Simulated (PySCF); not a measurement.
Geometries of 2 isomers of C3H7FSi2, from PBE0-D3(BJ)/def2-SVP geometry optimisation, gas phase (PySCF). One conformer each, no zero-point energy, no frequencies.

Question: Which is lower in electronic energy at this level?
A.
```xyz
13
angstrom
F     -3.890   -0.503    0.759
C     -2.535   -0.683    0.582
Si    -1.656    1.001    0.637
C      0.137    0.692    0.383
C      1.323    0.440    0.207
Si     3.103    0.072   -0.059
H     -2.145   -1.348    1.373
H     -2.354   -1.182   -0.386
H     -2.174    1.884   -0.445
H     -1.874    1.648    1.962
H      3.788   -0.031    1.261
H      3.719    1.168   -0.861
H      3.233   -1.220   -0.792
```
B.
```xyz
13
angstrom
C      2.868    0.420    0.466
C      1.944   -0.073   -0.154
Si     0.521   -0.793   -1.067
C     -1.018    0.222   -0.696
Si    -1.503    0.352    1.099
F     -1.670   -1.156    1.695
H      3.687    0.853    1.014
H      0.826   -0.758   -2.528
H      0.342   -2.211   -0.642
H     -1.862   -0.204   -1.265
H     -0.852    1.245   -1.081
H     -0.459    1.050    1.898
H     -2.820    1.036    1.248
```

Answer: B. That is `C#C[SiH2]C[SiH2]F`, 46.4 kcal/mol below the other.

| SMILES | atoms numbered as above | E (Eh) | relative (kcal/mol) | relative (kJ/mol) | dipole (D) |
| --- | --- | --- | --- | --- | --- |
| C#C[SiH2]C[SiH2]F | [CH:1]#[C:2][SiH2:3][CH2:4][SiH2:5][F:6] | -796.53547 | 0.0 | 0.0 | 1.92 |
| FC[SiH2]C#C[SiH3] | [F:1][CH2:2][SiH2:3][C:4]#[C:5][SiH3:6] | -796.46157 | 46.4 | 194.0 | 1.66 |

As drawn, the lower has an Si–F bond, which the higher lacks.
